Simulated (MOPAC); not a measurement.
Input file for MOPAC: PM3 on H4PbSSi (SMILES [SiH3][Pb][SH]), a point of a torsion scan.

```
PM3 1SCF PRECISE CHARGE=0 THREADS=1
H4PbSSi

Si    -1.33487278 1    -0.16739665 1    -0.05518422 1
Pb     0.93102267 1     1.25651877 1     0.10529203 1
S      2.04960049 1    -0.02966361 1    -1.75023331 1
H     -1.37512660 1    -1.22279644 1    -1.05988780 1
H     -2.51816130 1     0.65467733 1    -0.33747608 1
H     -1.68722112 1    -0.84126867 1     1.20075600 1
H      3.22084055 1     0.59056474 1    -1.77975250 1
```

Program output:

```
*******************************************************************************
 **                                                                           **
 **                              MOPAC v23.2.5                                **
 **                                                                           **
 *******************************************************************************
 ** MOPAC's Digital Object Identifier: https://doi.org/10.5281/zenodo.6511958 **
 **                                                                           **
 ** Please cite the open-source release paper for use of this MOPAC version:  **
 ** J. E. Moussa and J. J. P. Stewart (2026)                                  **
 ** MOPAC: An open-source semiempirical molecular orbital program             **
 ** J. Open Source Softw., 11(119), 8025, https://doi.org/10.21105/joss.08025 **
 *******************************************************************************

                              PM3 CALCULATION RESULTS

 *******************************************************************************
 *  PM3        - The PM3 Hamiltonian to be used
 *
 *
 *
 *                 CHARGE ON SYSTEM = 0
 *
 *
 *
 *  PRECISE    - TIGHTER CRITERIA TO BE USED
 *  1SCF       - DO 1 SCF AND THEN STOP
 *  THREADS=1  - MULTI-THREADING NOT USED
 *  T=         - A TIME OF 172800.0 SECONDS REQUESTED
 *  DUMP=N     - RESTART FILE WRITTEN EVERY 7200.0 SECONDS REQUESTED
 *******************************************************************************
PM3 1SCF PRECISE CHARGE=0 THREADS=1
 H4PbSSi

   ATOM   CHEMICAL          X               Y               Z
  NUMBER   SYMBOL      (ANGSTROMS)     (ANGSTROMS)     (ANGSTROMS)

     1      Si         -1.33487278  *  -0.16739665  *  -0.05518422  *
     2      Pb          0.93102267  *   1.25651877  *   0.10529203  *
     3       S          2.04960049  *  -0.02966361  *  -1.75023331  *
     4       H         -1.37512660  *  -1.22279644  *  -1.05988780  *
     5       H         -2.51816130  *   0.65467733  *  -0.33747608  *
     6       H         -1.68722112  *  -0.84126867  *   1.20075600  *
     7       H          3.22084055  *   0.59056474  *  -1.77975250  *



          CARTESIAN COORDINATES

    NO.       ATOM           X           Y           Z

     1        Si         -1.3349     -0.1674     -0.0552
     2        Pb          0.9310      1.2565      0.1053
     3         S          2.0496     -0.0297     -1.7502
     4         H         -1.3751     -1.2228     -1.0599
     5         H         -2.5182      0.6547     -0.3375
     6         H         -1.6872     -0.8413      1.2008
     7         H          3.2208      0.5906     -1.7798

  H: (PM3): J. J. P. STEWART, J. COMP. CHEM. 10, 209 (1989).
 Si: (PM3): J. J. P. STEWART, J. COMP. CHEM. 10, 209 (1989).
  S: (PM3): J. J. P. STEWART, J. COMP. CHEM. 10, 209 (1989).
 Pb: (PM3): J. J. P. STEWART, J. COMP. CHEM. 12, 320-341 (1991).

           Empirical Formula: H4 Si Pb S  =     7 atoms



      MOLECULAR POINT GROUP   :   Cs


      RHF CALCULATION, NO. OF DOUBLY OCCUPIED LEVELS = 9


 -------------------------------------------------------------------------------
 PM3 1SCF PRECISE CHARGE=0 THREADS=1
 H4PbSSi



     1SCF WAS SPECIFIED, SO BFGS WAS NOT USED
     SCF FIELD WAS ACHIEVED


                              PM3 CALCULATION
                                                       MOPAC v23.2.5 Linux




          FINAL HEAT OF FORMATION =         32.66610 KCAL/MOL =     136.67496 KJ/MOL


          COSMO AREA              =        142.26 SQUARE ANGSTROMS
          COSMO VOLUME            =        138.64 CUBIC ANGSTROMS

          IONIZATION POTENTIAL    =          8.541292 EV
          HOMO LUMO ENERGIES (EV) =         -8.541 -2.658
          NO. OF FILLED LEVELS    =          9
          MOLECULAR WEIGHT        =        271.3771         POINT GROUP:  Cs

          MOLECULAR DIMENSIONS (Angstroms)

            Atom       Atom       Distance
            H     7    H     6     5.91799
           Pb     2    H     4     3.01909
            H     5    H     7     2.23893


          SCF CALCULATIONS        =          1





   ATOM   CHEMICAL          X               Y               Z
  NUMBER   SYMBOL      (ANGSTROMS)     (ANGSTROMS)     (ANGSTROMS)

     1      Si         -1.33487278  *  -0.16739665  *  -0.05518422  *
     2      Pb          0.93102267  *   1.25651877  *   0.10529203  *
     3       S          2.04960049  *  -0.02966361  *  -1.75023331  *
     4       H         -1.37512660  *  -1.22279644  *  -1.05988780  *
     5       H         -2.51816130  *   0.65467733  *  -0.33747608  *
     6       H         -1.68722112  *  -0.84126867  *   1.20075600  *
     7       H          3.22084055  *   0.59056474  *  -1.77975250  *

                             CARTESIAN COORDINATES

   1   Si       -1.334872780    -0.167396650    -0.055184220
   2   Pb        0.931022670     1.256518770     0.105292030
   3    S        2.049600490    -0.029663610    -1.750233310
   4    H       -1.375126600    -1.222796440    -1.059887800
   5    H       -2.518161300     0.654677330    -0.337476080
   6    H       -1.687221120    -0.841268670     1.200756000
   7    H        3.220840550     0.590564740    -1.779752500


           Empirical Formula: H4 Si Pb S  =     7 atoms



      MOLECULAR POINT GROUP   :   Cs


                  EIGENVALUES
 -26.02566 -16.53536 -14.71726 -12.81808 -11.91489 -11.81022 -10.10689  -9.84602
  -8.54129  -2.65819  -2.05315  -1.81814   1.08398   1.44089   1.81655   1.96550


              NET ATOMIC CHARGES AND DIPOLE CONTRIBUTIONS

  ATOM NO.   TYPE          CHARGE      No. of ELECS.   s-Pop       p-Pop
    1         Si           0.260674        3.7393     1.02909     2.71024
    2         Pb           0.320523        3.6795     1.86320     1.81628
    3          S          -0.244120        6.2441     1.91935     4.32477
    4          H          -0.111534        1.1115     1.11153
    5          H          -0.120286        1.1203     1.12029
    6          H          -0.120279        1.1203     1.12028
    7          H           0.015022        0.9850     0.98498
 DIPOLE           X         Y         Z       TOTAL
 POINT-CHG.     0.757     2.565     2.086     3.392
 HYBRID        -0.548    -0.987    -0.664     1.310
 SUM            0.209     1.578     1.422     2.134


          ATOMIC ORBITAL ELECTRON POPULATIONS

     Atom    s        px        py        pz
    1 Si   1.02909   0.92257   0.90148   0.88619
    2 Pb   1.86320   0.74535   0.60702   0.46391
    3  S   1.91935   1.18561   1.53163   1.60753
    4  H   1.11153
    5  H   1.12029
    6  H   1.12028
    7  H   0.98498

 **********************
 *                    *
 * JOB ENDED NORMALLY *
 *                    *
 **********************




 == MOPAC DONE ==
```

The run finished.

Cost: roughly 0.03 core-seconds.
